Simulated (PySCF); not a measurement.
A structure optimised at PBE0-D3(BJ)/def2-SVP, used in a PySCF frequency run:

```
Si
H 1 1.4915
Cl 1 2.0670 2 106.89
S 1 2.1208 2 113.71 3 117.44
C 4 1.8264 1 99.01 2 57.36
H 5 1.0980 4 106.20 1 175.95
H 5 1.0983 6 109.21 4 119.99
H 5 1.0990 6 108.86 7 120.12
S 1 2.1254 2 108.84 3 -121.49
C 9 1.8242 1 99.56 2 43.05
H 10 1.0979 9 106.67 1 -177.38
H 10 1.0986 11 108.92 9 119.62
H 10 1.0991 11 108.91 12 119.98
```

Q: Write its SMILES and formula.

A: CS[SiH](Cl)SC, C2H7ClS2Si

Q: What are its rotational constants (standard atomic weights)?

A: 1.6366, 1.2071, 0.75618 GHz
